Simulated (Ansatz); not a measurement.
Cost and result for the atomization energy of CH₅BO₂Si (`O=C[SiH2]BO`) (10 atoms, 9 bonds).

```
atom   x (Å)   y (Å)   z (Å)
  O1  -1.331   1.463   0.143
  C2  -0.522   1.128   0.985
 Si3   0.696  -0.335   0.645
  B4   0.233  -0.977  -1.235
  O5  -0.753  -0.348  -1.890
  H6  -0.510   1.689   1.947
  H7   0.477  -1.325   1.739
  H8   2.071   0.215   0.820
  H9   0.787  -1.883  -1.792
 H10  -1.148   0.374  -1.364
```

Total charge 0; spin multiplicity 1. Geometry: relaxed with PBE0-D4/def2-TZVP. It is one conformer, not always the lowest. Program: Ansatz. All runs use 4 threads of an Arm Neoverse V1 on a shared host. Times are those of one run each, without the atoms' runs, and a repeat can differ threefold. Electronic energies, without spin–orbit coupling; frozen cores. CCSD(T)/CBS adds CCSD(T) − MP2 in def2-TZVPP to the MP2 limit, and its time is that of the two runs behind it. T1 = 0.017. B3LYP takes the VWN-RPA correlation (the form of Gaussian; ORCA's B3LYP/G).

CCSD(T)/CBS is a level of theory with its own doubt, some kJ/mol a heavy atom from the limit and from the frozen cores, so smaller differences don't rank the functionals.

| level | functions | wall time | atomization (kcal/mol) | difference from CCSD(T)/CBS | per bond |
| --- | --- | --- | --- | --- | --- |
| PBE-D4/def2-TZVPP (with forces) | 236 | 2.3 s | 923.4 | 23.0 | 2.6 |
| PBE0-D4/def2-TZVPP | 236 | 2.4 s | 900.1 | -0.3 | 0.0 |
| B3LYP-D4/def2-TZVPP (with forces) | 236 | 3.7 s | 902.2 | 1.8 | 0.2 |
| r2SCAN-D4/def2-TZVPP (with forces) | 236 | 3.9 s | 905.8 | 5.4 | 0.6 |
| B2PLYP/def2-TZVPP | 236 | 4.6 s | 893.0 | -7.4 | -0.8 |
| ωB97X-V/def2-TZVPP | 236 | 6.5 s | 904.8 | 4.4 | 0.5 |
| ωB97M-V/def2-TZVPP (with forces) | 236 | 9 s | 904.8 | 4.4 | 0.5 |
| MP2/def2-QZVPP | 448 | 20 s | 909.9 | 9.5 | 1.1 |
| CCSD(T)/def2-TZVPP | 236 | 100 s | 876.2 | -24.2 | -2.7 |
| CCSD(T)/CBS(def2) | – | 2 min | 900.4 | 0.0 | 0.0 |

The D4 term adds +7.5 kcal/mol with B3LYP and +3.9 kcal/mol with PBE0; it sums over pairs of atoms, weighted by their polarisabilities, and B3LYP, whose exchange is more repulsive, gets the larger term. In def2-TZVPP, CCSD(T) changes the Hartree–Fock value by +230.1 kcal/mol (the triples alone add +15.7 kcal/mol) and MP2 by +249.4 kcal/mol; breaking electron pairs costs correlation energy, which Hartree–Fock lacks. From PBE to PBE0 (25 % exact exchange), in def2-TZVPP and without D4, the atomization energy moves by −22.5 kcal/mol: exact exchange takes away binding that semilocal exchange gives to molecules.
